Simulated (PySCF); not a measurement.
# Worked example: oscillator strength and radiative lifetime

C5H8O, SMILES C1CC(=C)CO1.

Geometry: PBE0-D3(BJ)/def2-SVP. The values are those of a single conformer.

TDA-PBE/def2-SVPD in PySCF puts the first singlet state with f over 0.02 at 6.58 eV (vertical), with the transition dipole (-0.458, 0.153, -0.024) in atomic units.

Q: Find the oscillator strength, the wavelength and the radiative lifetime that this transition would have in vacuum if emission retraced absorption.

A: 
|μ|² = 0.2337 au, so |μ| = 1.23 D. ΔE = 6.58/27.211 = 0.2418 hartree. f = (2/3) ΔE |μ|² = 0.038 (the program prints 0.038).
λ = 1239.84/6.58 = 188 nm; ν = 53071 cm⁻¹.
Einstein's coefficient A = 0.6670 ν² f s⁻¹ (ν in cm⁻¹) = 7.1e7 s⁻¹, so τ = 1/A = 14 ns. This state is S5; the lower singlets have f = 0.007, 0.006, 0.012, 0.010. The figure is the radiative limit of this one transition; relaxation, internal conversion, crossing to triplets and a medium change what is measured.
